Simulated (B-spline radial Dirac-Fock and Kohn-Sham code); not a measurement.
# Conversion-electron coefficients: Hf, 67.1 keV

Z = 72 (hafnium), transition energy 67.1 keV. Model: a Dirac-Hartree-Slater potential of the neutral atom with a Latter tail (no hole, which puts coefficients of high multipoles low close above an edge), finite nucleus with surface currents. Program: a radial finite-basis atomic code. Subshells that would emit electrons below 1 keV are left out.

```csv
subshell,electron energy (keV),E1,E2,E3,M2,M4
K,1.75,0.806,1.20,0.426,109,105
L1,55.83,0.0816,0.205,4.98,32.1,5060
L2,56.36,0.0321,6.42,280,3.38,893
L3,57.54,0.0387,6.60,263,9.81,24200
M1,64.50,0.0177,0.0535,1.51,7.85,1660
M2,64.73,0.00702,1.56,73.7,0.889,284
M3,64.99,0.00874,1.66,69.6,2.57,7640
M4,65.38,0.000544,0.0196,2.55,0.0367,150
M5,65.44,0.000667,0.0176,3.53,0.00375,543
N1,66.56,0.00433,0.0136,0.398,1.97,442
N2,66.66,0.00164,0.373,17.9,0.216,71.9
N3,66.72,0.00201,0.390,16.6,0.610,1890
N4,66.88,0.000128,0.00467,0.622,0.00901,37.9
N5,66.89,0.000155,0.00412,0.858,0.000896,135
N6,67.07,9.00e-07,1.91e-05,0.000682,6.12e-06,0.173
N7,67.08,1.11e-06,2.19e-05,0.000558,3.22e-06,0.0702
total,,1.00,18.6,740,169,43400
```

Q: For a pure E2 transition, what fraction of decays emits a photon?

A: 1/(1 + α) = 0.0510 with the total α = 18.6; the total includes the outer subshells that are not listed.

Values without a named source are computed, but for edge energies of neutral atoms, which are taken from tables.
